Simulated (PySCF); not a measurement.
HClO (SMILES OCl), singlet, at a GFN2-xTB geometry, with bond 3-1 at 1.3 times its length; M062X/def2-SVP run with PySCF.

The PySCF input:
```python
from pyscf import gto, scf, dft

mol = gto.M(
    atom='''
O    -0.00874070    1.09829644    0.01643599
H    -0.94458229    1.33506531    0.00439258
Cl    0.08020222   -1.10348115   -0.01532166
''',
    basis='def2-svp',
    verbose=4,
)

mf = dft.RKS(mol)
mf.xc = 'm062x'
mf.DIIS = scf.EDIIS
mf.kernel()
mf.analyze()
```

What the program printed (banner, timings and long lists left out):

```
PySCF version 2.14.0

[INPUT] verbose = 4
[INPUT] num. atoms = 3
[INPUT] num. electrons = 26
[INPUT] charge = 0
[INPUT] spin (= nelec alpha-beta = 2S) = 0
[INPUT] symmetry False subgroup None
[INPUT] Mole.unit = angstrom
[INPUT] Symbol           X                Y                Z      unit          X                Y                Z       unit  Magmom
[...]
nuclear repulsion = 40.4423445040446
number of shells = 17
number of NR pGTOs = 67
number of NR cGTOs = 37
basis = def2-svp
ecp = {}

******** <class 'pyscf.dft.rks.RKS'> ********
method = RKS
initial guess = minao
damping factor = 0
level_shift factor = 0
DIIS = <class 'pyscf.scf.diis.EDIIS'>
diis_start_cycle = 1
diis_space = 8
diis_damp = 0
SCF conv_tol = 1e-09
SCF conv_tol_grad = None
SCF max_cycles = 50
direct_scf = True
direct_scf_tol = 1e-13
XC library pyscf.dft.libxc version 7.1.2
    S. Lehtola, C. Steigemann, M. J. T. Oliveira, and M. A. L. Marques,  SoftwareX 7, 1–5 (2018)
XC functionals = m062x
    Y. Zhao and D. G. Truhlar,  Theor. Chem. Acc. 120, 215 (2008)
    Y. Zhao and D. G. Truhlar,  Theor. Chem. Acc. 120, 215 (2008)
radial grids:
    Treutler-Ahlrichs [JCP 102, 346 (1995); DOI:10.1063/1.469408] (M4) radial grids

becke partition: Becke, JCP 88, 2547 (1988); DOI:10.1063/1.454033
pruning grids: <function nwchem_prune>
grids dens level: 3
symmetrized grids: False
atomic radii adjust function: <function treutler_atomic_radii_adjust>
small_rho_cutoff = 0
Set gradient conv threshold to 3.16228e-05
Initial guess from minao.
tot grids = 42776
init E= -535.392359940539
[...]
cycle= 1 E= -535.608163106024  delta_E= -0.216  |g|= 0.363  |ddm|=  1.6
[...]
cycle= 2 E= -535.559988135152  delta_E= 0.0482  |g|= 0.575  |ddm|= 0.639
[...]
cycle= 3 E= -535.625081666037  delta_E= -0.0651  |g|= 0.215  |ddm|= 0.565
[...]
cycle= 4 E= -535.625081695217  delta_E= -2.92e-08  |g|= 0.215  |ddm|= 2.03e-07
[...]
cycle= 5 E= -535.625081664347  delta_E= 3.09e-08  |g|= 0.215  |ddm|= 2.15e-07
[...]
cycle= 6 E= -535.625081655486  delta_E= 8.86e-09  |g|= 0.215  |ddm|= 6.18e-08
[...]
cycle= 7 E= -535.62508166119  delta_E= -5.7e-09  |g|= 0.215  |ddm|= 3.97e-08
[...]
cycle= 8 E= -535.625081661922  delta_E= -7.33e-10  |g|= 0.215  |ddm|= 5.11e-09
[...]
cycle= 9 E= -535.625081661625  delta_E= 2.97e-10  |g|= 0.215  |ddm|= 2.08e-09
[...]
cycle= 10 E= -535.623693755967  delta_E= 0.00139  |g|= 0.237  |ddm|= 0.0374
[...]
cycle= 11 E= -535.587858828472  delta_E= 0.0358  |g|= 0.447  |ddm|= 0.494
[...]
cycle= 12 E= -535.631183925479  delta_E= -0.0433  |g|= 0.147  |ddm|= 0.441
[...]
cycle= 13 E= -535.631183925178  delta_E= 3.01e-10  |g|= 0.147  |ddm|= 3.1e-09
[...]
cycle= 14 E= -535.631183924576  delta_E= 6.02e-10  |g|= 0.147  |ddm|= 6.19e-09
[...]
cycle= 15 E= -535.631183918256  delta_E= 6.32e-09  |g|= 0.147  |ddm|= 6.5e-08
[...]
cycle= 16 E= -535.631183924905  delta_E= -6.65e-09  |g|= 0.147  |ddm|= 6.84e-08
[...]
cycle= 17 E= -535.631183925513  delta_E= -6.08e-10  |g|= 0.147  |ddm|= 6.26e-09
[...]
cycle= 18 E= -535.631183924197  delta_E= 1.32e-09  |g|= 0.147  |ddm|= 1.35e-08
[...]
cycle= 19 E= -535.626556179407  delta_E= 0.00463  |g|= 0.206  |ddm|= 0.0393
[...]
cycle= 20 E= -535.613469131408  delta_E= 0.0131  |g|= 0.309  |ddm|= 0.374
[...]
cycle= 21 E= -535.63515930859  delta_E= -0.0217  |g|= 0.0715  |ddm|= 0.28
[...]
cycle= 22 E= -535.635159310699  delta_E= -2.11e-09  |g|= 0.0715  |ddm|= 4.5e-08
[...]
cycle= 23 E= -535.635159306959  delta_E= 3.74e-09  |g|= 0.0715  |ddm|= 7.98e-08
[...]
cycle= 24 E= -535.635159307001  delta_E= -4.22e-11  |g|= 0.0715  |ddm|= 8.94e-10
[...]
cycle= 25 E= -535.635159306966  delta_E= 3.55e-11  |g|= 0.0715  |ddm|= 7.63e-10
[...]
cycle= 26 E= -535.635159306947  delta_E= 1.9e-11  |g|= 0.0715  |ddm|= 3.98e-10
[...]
cycle= 27 E= -535.635159306945  delta_E= 1.59e-12  |g|= 0.0715  |ddm|= 4.04e-11
[...]
cycle= 28 E= -535.630264685138  delta_E= 0.00489  |g|= 0.162  |ddm|= 0.0639
[...]
cycle= 29 E= -535.630633874514  delta_E= -0.000369  |g|= 0.156  |ddm|= 0.229
[...]
cycle= 30 E= -535.636362587574  delta_E= -0.00573  |g|= 0.00391  |ddm|= 0.111
[...]
cycle= 31 E= -535.636362587526  delta_E= 4.8e-11  |g|= 0.00391  |ddm|= 1.99e-08
[...]
cycle= 32 E= -535.636362587523  delta_E= 3.64e-12  |g|= 0.00391  |ddm|= 1.5e-09
[...]
cycle= 33 E= -535.636362587561  delta_E= -3.88e-11  |g|= 0.00391  |ddm|= 1.64e-08
[...]
cycle= 34 E= -535.636362587577  delta_E= -1.6e-11  |g|= 0.00391  |ddm|= 6.28e-09
[...]
cycle= 35 E= -535.636362587334  delta_E= 2.43e-10  |g|= 0.00391  |ddm|= 1.01e-07
[...]
cycle= 36 E= -535.636362587541  delta_E= -2.07e-10  |g|= 0.00391  |ddm|= 8.66e-08
[...]
cycle= 37 E= -535.633651946812  delta_E= 0.00271  |g|= 0.108  |ddm|= 0.0797
[...]
cycle= 38 E= -535.63522055489  delta_E= -0.00157  |g|= 0.0699  |ddm|= 0.128
[...]
cycle= 39 E= -535.636213933467  delta_E= -0.000993  |g|= 0.0255  |ddm|= 0.0321
[...]
cycle= 40 E= -535.636213933525  delta_E= -5.82e-11  |g|= 0.0255  |ddm|= 3.53e-09
[...]
cycle= 41 E= -535.636213933604  delta_E= -7.91e-11  |g|= 0.0255  |ddm|= 4.81e-09
[...]
cycle= 42 E= -535.636213933525  delta_E= 7.9e-11  |g|= 0.0255  |ddm|= 4.8e-09
[...]
cycle= 43 E= -535.63621393345  delta_E= 7.53e-11  |g|= 0.0255  |ddm|= 4.52e-09
[...]
cycle= 44 E= -535.636213933388  delta_E= 6.15e-11  |g|= 0.0255  |ddm|= 3.71e-09
[...]
cycle= 45 E= -535.636213933344  delta_E= 4.45e-11  |g|= 0.0255  |ddm|= 2.66e-09
[...]
cycle= 46 E= -535.63540047529  delta_E= 0.000813  |g|= 0.0644  |ddm|= 0.0643
[...]
cycle= 47 E= -535.636206709567  delta_E= -0.000806  |g|= 0.0261  |ddm|= 0.0648
[...]
cycle= 48 E= -535.636211611174  delta_E= -4.9e-06  |g|= 0.0257  |ddm|= 0.000322
[...]
cycle= 49 E= -535.63621161026  delta_E= 9.13e-10  |g|= 0.0257  |ddm|= 5.47e-08
[...]
cycle= 50 E= -535.636211609735  delta_E= 5.25e-10  |g|= 0.0257  |ddm|= 3.14e-08
SCF not converged.
SCF energy = -535.636211609735
**** SCF Summaries ****
Total Energy =                        -535.636211609734801
Nuclear Repulsion Energy =              40.442344504044563
One-electron Energy =                 -819.479915624240562
Two-electron Energy =                  243.401359510461276
Two-electron Coulomb Energy =          280.385823199036054
DFT Exchange-Correlation Energy =      -36.984463688574770
HOMO-LUMO gap [eV] =                     6.496954468824494
**** MO energy ****
[...]
 ** Mulliken pop on meta-lowdin orthogonal AOs  **
 ** Mulliken pop  **
[...]
 ** Mulliken atomic charges  **
charge of    0O =     -0.34458
charge of    1H =      0.34032
charge of    2Cl =      0.00425
Dipole moment(X, Y, Z, Debye): -1.68594,  0.40310, -0.02202
```

Convergence was not reached.
